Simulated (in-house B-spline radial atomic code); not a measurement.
Atomic self-consistent-field run: Ag4+ (an excited or competing configuration). Level of theory: scalar-relativistic (X2C) wB97X, spin-polarised, spherical fractional occupations, exact exchange averaged over the configuration, Fermi nucleus of rms radius 4.5454 fm; calculated with a B-spline radial code for spherical atoms.

Command:
```bash
python run_scf.py task.json out
```
Settings (nuclear radius in fm, mass in u):
```
Z                47
configuration    [Ar] 3d10 4s2 4p5 4d8
hamiltonian      x2c
method           wb97x
spin_polarised   True
nucleus          fermi
rms_radius       4.5454
atomic_mass      106.90509
speed_of_light   137.035999084
exact_exchange   averaged over the configuration
```

Output (hartree, bohr):
```
 radial grid: 68 intervals, B-splines of order 8, outer radius 22.1277 bohr

 iter        energy (Eh)    residual
    1       -5295.143546    6.80e-01
    2       -5304.173610    4.25e-01
    3       -5309.089488    1.06e-01
    4       -5309.382748    3.06e-02
    5       -5309.399934    1.53e-02
    6       -5309.404486    3.39e-03
    7       -5309.404601    4.44e-04
    8       -5309.404604    3.55e-05
    9       -5309.404604    2.85e-06
   10       -5309.404604    4.85e-07
   11       -5309.404604    3.82e-07

 total energy                     -5309.40460
 kinetic                            5557.1350
 electron-nucleus                 -12785.4873
 Hartree                            2067.3701
 exact exchange                      -28.6022
 exchange-correlation               -119.8202

 orbital      occ     eigenvalue          <r>       <r^2>       <1/r>       r_max
 1s up      1.000      -933.8374    0.0305575   0.0012729     51.4438      0.0195
 1s down    1.000      -933.8271    0.0305572  0.00127288     51.4442      0.0195
 2s up      1.000      -140.0646     0.134418   0.0213656     11.6147      0.1138
 2s down    1.000      -140.0385     0.134407   0.0213621     11.6157      0.1138
 2p up      3.000      -125.8910     0.117431   0.0168559       10.89     0.09088
 2p down    3.000      -125.8642     0.117424   0.0168536     10.8905     0.09088
 3s up      1.000       -27.8346     0.367851    0.154927     4.03058      0.3326
 3s down    1.000       -27.8143     0.367744     0.15479     4.03025      0.3326
 3p up      3.000       -23.1533     0.366923    0.156447      3.7781      0.3257
 3p down    3.000       -23.1281     0.366869    0.156353     3.77727      0.3259
 3d up      5.000       -15.7556     0.345303    0.142022     3.53457      0.2737
 3d down    5.000       -15.7235     0.345201    0.141872     3.53444      0.2739
 4s up      1.000        -5.9376     0.899839    0.914783     1.54576      0.8193
 4s down    1.000        -5.7827     0.900735    0.917202     1.54474      0.8197
 4p up      3.000        -4.5391     0.973409      1.0793     1.39324      0.8697
 4p down    2.000        -4.4005     0.976358     1.08713     1.39009      0.8702
 4d up      5.000        -2.4622      1.17664     1.61318     1.11892      0.9904
 4d down    3.000        -2.3551      1.19651     1.67385     1.10269      0.9931
```

Cost of the run: 0.59 s on 1 thread of Intel(R) Xeon(R) 6975P-C, on a shared host.

One-electron X2C: radii and densities carry no picture-change correction, so inner-shell <1/r> comes out high (for 1s by about 2 % at Z = 33, 5 % at 54, 10 % at 75, 30 % at 118) and <r> low.
